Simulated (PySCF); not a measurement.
C₃H₃F₃O₂S.
Atom-mapped SMILES: `[CH2:1]=[CH:2][S:3](=[O:4])(=[O:5])[C:6]([F:7])([F:8])[F:9]` (hydrogens: H10, H11 on C1; H12 on C2)

The same species was optimised twice, with GFN2-xTB and with PBE0-D3(BJ)/def2-SVP (PySCF), and the same property calculations (PySCF, gas phase) were run on both structures.

```json
{"coordinate": "S3–C6 (Å)", "GFN2-xTB": "1.900", "PBE0-D3(BJ)/def2-SVP": "1.865", "change": "-0.035"}
{"coordinate": "S3=O5 (Å)", "GFN2-xTB": "1.427", "PBE0-D3(BJ)/def2-SVP": "1.454", "change": "+0.027"}
{"coordinate": "S3=O4 (Å)", "GFN2-xTB": "1.426", "PBE0-D3(BJ)/def2-SVP": "1.452", "change": "+0.026"}
{"coordinate": "C2–S3 (Å)", "GFN2-xTB": "1.787", "PBE0-D3(BJ)/def2-SVP": "1.769", "change": "-0.018"}
{"coordinate": "C1=C2 (Å)", "GFN2-xTB": "1.313", "PBE0-D3(BJ)/def2-SVP": "1.329", "change": "+0.016"}
{"coordinate": "C6–F7 (Å)", "GFN2-xTB": "1.334", "PBE0-D3(BJ)/def2-SVP": "1.321", "change": "-0.013"}
{"coordinate": "C6–F8 (Å)", "GFN2-xTB": "1.334", "PBE0-D3(BJ)/def2-SVP": "1.325", "change": "-0.009"}
{"coordinate": "C6–F9 (Å)", "GFN2-xTB": "1.321", "PBE0-D3(BJ)/def2-SVP": "1.315", "change": "-0.006"}
{"coordinate": "S3–C6–F9 (°)", "GFN2-xTB": "112.6", "PBE0-D3(BJ)/def2-SVP": "108.4", "change": "-4.2"}
{"coordinate": "O4–S3–O5 (°)", "GFN2-xTB": "120.0", "PBE0-D3(BJ)/def2-SVP": "123.3", "change": "+3.3"}
{"coordinate": "C2–S3–C6 (°)", "GFN2-xTB": "99.9", "PBE0-D3(BJ)/def2-SVP": "102.1", "change": "+2.2"}
{"coordinate": "C2–S3–O4 (°)", "GFN2-xTB": "111.0", "PBE0-D3(BJ)/def2-SVP": "108.9", "change": "-2.1"}
{"coordinate": "F7–C6–F8 (°)", "GFN2-xTB": "107.6", "PBE0-D3(BJ)/def2-SVP": "109.1", "change": "+1.5"}
{"coordinate": "C2–S3–O5 (°)", "GFN2-xTB": "110.9", "PBE0-D3(BJ)/def2-SVP": "109.6", "change": "-1.3"}
{"coordinate": "S3–C6–F7 (°)", "GFN2-xTB": "108.9", "PBE0-D3(BJ)/def2-SVP": "110.2", "change": "+1.3"}
{"coordinate": "O4–S3–C6 (°)", "GFN2-xTB": "106.6", "PBE0-D3(BJ)/def2-SVP": "105.5", "change": "-1.1"}
{"coordinate": "C1–C2–S3–O4 (°)", "GFN2-xTB": "148", "PBE0-D3(BJ)/def2-SVP": "143", "change": "-5"}
{"coordinate": "C2–S3–C6–F7 (°)", "GFN2-xTB": "60", "PBE0-D3(BJ)/def2-SVP": "68", "change": "+8"}
```

Rotational constants: A = 1992, B = 1295, C = 1126 MHz (GFN2-xTB) against A = 2049, B = 1271, C = 1139 MHz (PBE0-D3(BJ)/def2-SVP). Point groups within 0.08 Å: C1 and C1.

On the GFN2-xTB structure: lowest singlet, TDDFT (eV) 6.21 [CAM-B3LYP/def2-SVPD]; isotropic polarisability (au) 65.5 [CAM-B3LYP/def2-SVPD]; HOMO (eV) -10.67 [CAM-B3LYP/def2-SVPD]; LUMO (eV) -0.92 [CAM-B3LYP/def2-SVPD]; dipole (D) 4.45 [CAM-B3LYP/def2-SVPD]; HOMO (eV) -9.10 [PBE0/pcSseg-1]; LUMO (eV) -1.93 [PBE0/pcSseg-1]; dipole (D) 4.18 [PBE0/pcSseg-1]; GIAO shielding of C1 (ppm) 41.4 [PBE0/pcSseg-1]; GIAO shielding of C2 (ppm) 43.4 [PBE0/pcSseg-1]; GIAO shielding of S3 (ppm) 202.8 [PBE0/pcSseg-1]; GIAO shielding of O4/O5 (mean) (ppm) 146.4 [PBE0/pcSseg-1]; GIAO shielding of C6 (ppm) 54.8 [PBE0/pcSseg-1]; GIAO shielding of F7/F8/F9 (mean) (ppm) 260.9 [PBE0/pcSseg-1].

Q: What do these properties become on the PBE0-D3(BJ)/def2-SVP structure?

A: 
```csv
property,level,on GFN2-xTB,on PBE0-D3(BJ)/def2-SVP,change
"lowest singlet, TDDFT (eV)",CAM-B3LYP/def2-SVPD,6.21,6.14,-0.07
isotropic polarisability (au),CAM-B3LYP/def2-SVPD,65.5,66.1,+0.6
HOMO (eV),CAM-B3LYP/def2-SVPD,-10.67,-10.61,+0.06
LUMO (eV),CAM-B3LYP/def2-SVPD,-0.92,-0.94,-0.02
dipole (D),CAM-B3LYP/def2-SVPD,4.45,4.46,+0.01
"energy, GFN2-xTB geometry as zero (kcal/mol)",CAM-B3LYP/def2-SVPD,0.0,-2.9,-2.9
HOMO (eV),PBE0/pcSseg-1,-9.10,-9.04,+0.06
LUMO (eV),PBE0/pcSseg-1,-1.93,-1.96,-0.03
dipole (D),PBE0/pcSseg-1,4.18,4.21,+0.03
"energy, GFN2-xTB geometry as zero (kcal/mol)",PBE0/pcSseg-1,0.0,-2.9,-2.9
GIAO shielding of C1 (ppm),PBE0/pcSseg-1,41.4,36.8,-4.6
GIAO shielding of C2 (ppm),PBE0/pcSseg-1,43.4,42.5,-0.9
GIAO shielding of S3 (ppm),PBE0/pcSseg-1,202.8,194.8,-8.0
GIAO shielding of O4/O5 (mean) (ppm),PBE0/pcSseg-1,146.4,138.2,-8.2
GIAO shielding of C6 (ppm),PBE0/pcSseg-1,54.8,57.7,+2.9
GIAO shielding of F7/F8/F9 (mean) (ppm),PBE0/pcSseg-1,260.9,267.8,+6.9
```

The heavy atoms differ by 0.102 Å rms after alignment. Among bonds between heavy atoms S3–C6 changes most (-0.035 Å). Changes are differences of the printed values. Neither structure is proved a minimum here.

The values belong to the conformer `[CH2:1]=[CH:2][S:3](=[O:4])(=[O:5])[C:6]([F:7])([F:8])[F:9]`: C1–C2–S3–O4 143°, C2–S3–C6–F7 68°.
